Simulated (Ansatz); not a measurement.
Species: CH$_{7}$O$_{3}$Si, charge 1, multiplicity 1. It need not be the lowest isomer of its formula. 
Coordinates optimised at B3LYP-D3(BJ)/def2-TZVP (Ansatz, a program for electronic structure):
SMILES: [Si]([OH2+])(O)(C)O
```xyz
12

Si    -0.0122     0.1641     0.1081
C     -1.8140     0.4622     0.1684
O      0.2890    -1.3499    -0.8754
O      0.8801     1.1096    -0.8379
O      0.7057    -0.4098     1.4271
H     -2.3347    -0.3726     0.6400
H     -2.2223     0.6116    -0.8324
H     -2.0268     1.3611     0.7532
H      0.7410    -1.2401    -1.7305
H      0.7398     2.0467    -1.0004
H      0.5221    -0.1531     2.3352
H      0.6366    -2.1245    -0.3992
```
Charge +1, spin multiplicity 1.

Parts of the frozen-core correlation energy in cc-pV(D+d)Z (Ansatz, hartree). Frozen orbitals: 9; correlated occupied orbitals by spin: 16 and 16; virtual: 89 and 89. Spin-orbit coupling is left out. No relativistic terms.

```tsv
term	value
reference (HF)	-555.39205
MP2 opposite-spin	?
MP2 same-spin	?
CCSD correlation	?
(T)	-0.01841
T1 diagnostic	0.011
largest doubles amplitude	0.024
```

### Question
Some entries are withheld; supply them.

### Answer

- MP2 opposite-spin, value: -0.59755
- MP2 same-spin, value: -0.20459
- CCSD correlation, value: -0.83988
